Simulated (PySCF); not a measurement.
**Dipole response of Li⁺ (lithium, charge +1)**

1s2, closed-shell 1S. All numbers are calculated (PySCF 2.14, the spin-free X2C one-electron Hamiltonian (Gaussian nucleus), in aug-cc-pVTZ-DK (5s4p3d2f, 46 functions)). Coupled (time-dependent) response in atomic units; α is the mean over directions.

| method | mean α (bohr³) | C₆ (like pair) | S(−4) |
| --- | --- | --- | --- |
| UHF | 0.1196 | 0.02596 | 0.02059 |
| PBE | 0.1416 | 0.03314 | 0.02948 |
| PBE0 | 0.1346 | 0.03075 | 0.02650 |
| BLYP | 0.1415 | 0.03303 | 0.02959 |

S(−4) is the Cauchy moment in α(ω) = α(0) + S(−4) ω² + …

α(iu) at PBE0:

```csv
u (hartree),α(iu) (bohr³)
0,0.1346
0.0500,0.1345
0.100,0.1343
0.200,0.1335
0.300,0.1322
0.500,0.1283
0.750,0.1212
1.00,0.1125
1.50,0.09341
2.00,0.07554
3.00,0.04891
5.00,0.02301
```

A single London oscillator, α(iu) = α/(1 + u²/ω²), gives C₆ = (3/4) ω α². Matching the computed C₆ needs ω = 4 × 0.03075 / (3 × 0.1346²) = 2.26 hartree.

For an ion, C₆ is the dispersion term alone; charge-induced terms of lower order in 1/R come first.
